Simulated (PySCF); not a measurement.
**Mayer bond orders and bond lengths**

Compound: C5H6F3OP.
SMILES with atom numbers: `[CH2:1]=[CH:2][C@@H:3]1[CH2:4][P@:5]1(=[O:6])[C:7]([F:8])([F:9])[F:10]` (hydrogens: H11, H12 on C1; H13 on C2; H14 on C3; H15, H16 on C4)

Structure used (GFN2-xTB), in Å, numbered top down from 1:
```
atom  x, y, z in Å
C1     2.6384   -0.0158    0.5793
C2     1.4341    0.4714    0.3266
C3     0.5523   -0.0624   -0.7180
C4    -0.4638    0.9029   -1.4298
P5    -1.2171   -0.4626   -0.5332
O6    -1.9235   -1.6086   -1.1037
C7    -1.9568    0.1814    1.0750
F8    -1.3906    1.3054    1.5150
F9    -1.8541   -0.7279    2.0419
F10   -3.2516    0.4344    0.8876
H11    3.2611    0.3951    1.3538
H12    3.0436   -0.8467    0.0257
H13    1.0499    1.3047    0.8984
H14    1.0351   -0.7692   -1.3888
H15   -0.4911    1.9070   -1.0305
H16   -0.4735    0.8676   -2.5107
```

Bond orders from the PBE0/pcSseg-1 density (PySCF). Isolated species at its GFN2-xTB geometry (one conformer only).

Task: Where do the orders between heavy atoms depart from those drawn in the SMILES?

Result: The largest departure is 0.213, at P5–C7 (drawn single, 0.787). Drawn single, order below 0.88: C3–C4 (0.855), C4–P5 (0.874), P5–C7 (0.787) and P5–C3 (0.836).

Task: Set the Mayer orders of the bonds beside their lengths.

Result: 
```json
{"bond": "C1–C2", "drawn as": "double", "length (Å)": "1.324", "Mayer order": "1.962"}
{"bond": "C2–C3", "drawn as": "single", "length (Å)": "1.467", "Mayer order": "0.998"}
{"bond": "C3–C4", "drawn as": "single", "length (Å)": "1.572", "Mayer order": "0.855"}
{"bond": "C4–P5", "drawn as": "single", "length (Å)": "1.799", "Mayer order": "0.874"}
{"bond": "P5–O6", "drawn as": "double", "length (Å)": "1.462", "Mayer order": "1.900"}
{"bond": "P5–C7", "drawn as": "single", "length (Å)": "1.884", "Mayer order": "0.787"}
{"bond": "C7–F8", "drawn as": "single", "length (Å)": "1.333", "Mayer order": "0.973"}
{"bond": "C7–F9", "drawn as": "single", "length (Å)": "1.331", "Mayer order": "1.001"}
{"bond": "C7–F10", "drawn as": "single", "length (Å)": "1.333", "Mayer order": "0.997"}
{"bond": "P5–C3", "drawn as": "single", "length (Å)": "1.823", "Mayer order": "0.836"}
{"bond": "C1–H11", "drawn as": "single", "length (Å)": "1.075", "Mayer order": "0.947"}
{"bond": "C1–H12", "drawn as": "single", "length (Å)": "1.077", "Mayer order": "0.958"}
{"bond": "C2–H13", "drawn as": "single", "length (Å)": "1.081", "Mayer order": "0.949"}
{"bond": "C3–H14", "drawn as": "single", "length (Å)": "1.088", "Mayer order": "0.932"}
{"bond": "C4–H15", "drawn as": "single", "length (Å)": "1.081", "Mayer order": "0.928"}
{"bond": "C4–H16", "drawn as": "single", "length (Å)": "1.082", "Mayer order": "0.937"}
```

By pair of heavy elements: C–C: lowest C3–C4 (0.855, 1.572 Å), highest C1–C2 (1.962, 1.324 Å). C–P: lowest P5–C7 (0.787, 1.884 Å), highest C4–P5 (0.874, 1.799 Å). C–F: lowest C7–F8 (0.973, 1.333 Å), highest C7–F9 and C7–F10 (1.001, 1.331 Å). Bonds named together lie within 0.004.

Task: Sum the orders of all bonds at each heavy atom with more than one neighbour and set the sums beside the valence in the SMILES.

Result: C1 3.867 (drawn 4), C2 3.909 (drawn 4), C3 3.621 (drawn 4), C4 3.594 (drawn 4), P5 4.397 (drawn 5), C7 3.758 (drawn 4). Orders between atoms that aren't bonded are not in these sums.

For a closed shell the Mayer order of atoms A and B is Σ (PS)μν (PS)νμ over the basis functions μ on A and ν on B, with P the density and S the overlap matrix.
